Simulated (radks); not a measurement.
Values are calculated unless marked as measured or tabulated.
Problem. These are the eigenvalues of the occupied orbitals of an atom or ion with whole-number occupations (hartree). Level of theory: scalar-relativistic Kohn-Sham, PBEsol, spin-polarised, spherical densities, finite nucleus; Fermi nuclear charge, rms radius of each element as measured or else 0.836 A^(1/3) + 0.57 fm (a radial shooting solver on a logarithmic mesh with Libxc functionals).

1s up: -3528.842
1s down: -3527.436
2s up: -845.4598
2s down: -843.2229
2p up: -766.9760
2p down: -764.3747

Which element is it, and in what charge state? The configuration may be excited. Open shells, if any, are filled with parallel spins first.

Solution. Z = 82, lead, charge +74: Pb74+ in [He] 2s2 2p4. The list shows which subshells hold electrons but not how many an open one holds; the 1s level, -3528.8 hartree, gives Z - s = 84.0 by -(Z - s)^2/2, which with screening and relativity narrows Z to a few neighbours, and the depths of the outer levels then fix element, charge and occupations together.
